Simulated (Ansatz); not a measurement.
`C=CS[SiH2]N`, relaxed with RKS PBE0-D4/def2-TZVP in Ansatz 0.2.0 from a PBE-D4/def2-SVP geometry. The force threshold is 0.005 eV/Å; the program also tests the step.

The species carries charge 0 and has multiplicity 1.

Start:

```xyz
12

C    -2.688    0.058   -0.298
C    -1.464   -0.020    0.258
S    -0.357    1.362    0.397
Si    1.541    0.311    0.632
N     2.293   -0.423   -0.752
H    -3.351   -0.820   -0.297
H    -3.066    0.988   -0.752
H    -1.114   -0.965    0.710
H     1.298   -0.799    1.616
H     2.447    1.392    1.140
H     1.868   -1.273   -1.135
H     2.593    0.187   -1.519
```

(1) By how much does the energy fall, and how many steps does the optimiser take? (Best estimate.)

(2) Which bonds change most? (An estimate is asked.)

(3) Give the relaxed structure. (Best estimate.)

Results:

(1) The calculation gave: 7.04 kJ/mol, in 13 steps.

(2) The calculation gave: S3–Si4 from 2.182 to 2.146 Å; Si4–N5 from 1.738 to 1.710 Å; C1–C2 from 1.347 to 1.327 Å; Si4–H9 from 1.503 to 1.484 Å.

(3) Computed: 
```xyz
12

C    -2.567    0.039   -0.357
C    -1.435   -0.018    0.332
S    -0.356    1.355    0.544
Si    1.518    0.315    0.645
N     2.139   -0.385   -0.787
H    -3.226   -0.820   -0.399
H    -2.874    0.936   -0.882
H    -1.151   -0.928    0.855
H     1.344   -0.801    1.609
H     2.453    1.363    1.116
H     1.761   -1.260   -1.113
H     2.395    0.204   -1.564
```
